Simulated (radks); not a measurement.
The numbers below are computed, except where a source is named.
Polarisability of the carbon ion C2+, [He] 2s2, at imaginary frequency. Code: a radial shooting solver on a logarithmic mesh with Libxc functionals. Model: scalar-relativistic Kohn-Sham, LDA (Slater exchange, VWN5 correlation), spin-polarised, spherical densities, finite nucleus; Fermi nuclear charge, rms radius 2.4702 fm. Response by self-consistent Sternheimer equations with the Hartree and adiabatic LDA kernel, the relativistic mass of each level held fixed and spin-orbit coupling left out.

w (hartree),alpha1(iw) (bohr^3),alpha2(iw) (bohr^5)
0.00266,4.249,5.468
0.0143,4.244,5.467
0.0360,4.222,5.463
0.0697,4.150,5.450
0.118,3.978,5.417
0.186,3.640,5.344
0.280,3.091,5.195
0.413,2.374,4.909
0.605,1.631,4.399
0.892,1.011,3.586
1.35,0.5705,2.507
2.12,0.2889,1.407
3.59,0.1254,0.5962
6.94,0.04330,0.1756
17.5,0.009600,0.02890

Static values: alpha1 = 4.249 bohr^3 (0.6296 angstrom^3; uncoupled 8.005), alpha2 = 5.468 bohr^5, alpha3 = 18.21 bohr^7. C6 = 6.503, C8 = 61.48, triple-dipole C9 = 20.12 atomic units. One-pole (London) frequency 4 C6 / (3 alpha1^2) = 0.480 hartree, against 1.476 for minus the highest occupied eigenvalue.
